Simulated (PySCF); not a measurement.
# Structure elucidation problem

The spectra below were simulated for a compound C₄H₆ClFOSi.

$^{1}$H NMR (400 MHz, computed): δ 4.37 (s, 3H), 2.62 (s, 3H).

$^{13}$C{$^{1}$H} NMR (computed): δ 182.3 (C), 167.8 (C), 133.0 (C), 28.2 (CH3).

PySCF 2.14.0 with density-fitted response routines calculation with PBE0/pcSseg-1 with gauge-including orbitals and geometry from GFN2-xTB; equivalent nuclei averaged, in vacuum, non-relativistic Hamiltonian, single conformer.

References, each an isolated molecule treated in the same way: $^{1}$H (31.72 ppm) and $^{13}$C (186.93 ppm) vs TMS.

Deduce the structure.

Results:


- The formula gives 2 degrees of unsaturation (no ring in the answer).
- 4 carbon signals for 4 carbons: no two carbons are equivalent.
- Carbon types of the structure: 3 × C, 1 × CH3, leaving 3 H on heteroatoms.
- δC 182.3: β carbon of a C=C–C=O unit; conjugation with the carbonyl draws π density from the β position.
- δC 167.8: carbonyl carbon.
- δC 133.0: α carbon of a C=C–C=O unit; an sp2 carbon of a C=C bond.
- δC 28.2: allylic methyl carbon; a saturated carbon with 1 carbon neighbour and no heteroatom attached.
- δH 4.37: hydrogen on a silicon bonded to C.
- δH 2.62: hydrogen on an allylic methyl carbon; allylic position.

These data were computed for `C/C([SiH3])=C(\Cl)C(=O)F`.

The data come from this structure; uniqueness wasn't tested.

Carbons that carry Cl, above all several Cl atoms, come out too deshielded, partly because spin–orbit coupling is missing. Splittings by $^{19}$F in the carbon and heteronuclear signals aren't shown, as no couplings were computed. Shifts are as computed. Against solution values, carbons near 30 ppm lie about +3 ppm off and those near 130 ppm about +5 ppm; carbons on Cl a further +6 ppm. Of 1211 compounds with measured shifts, 218 miss one by over three times the rms of a fit or turn the order of signals round; such compounds aren't used in these exercises. Multiplicities follow the n + 1 count of equivalent neighbours, as no J values were calculated; m marks all less simple cases, F and P coupling included.
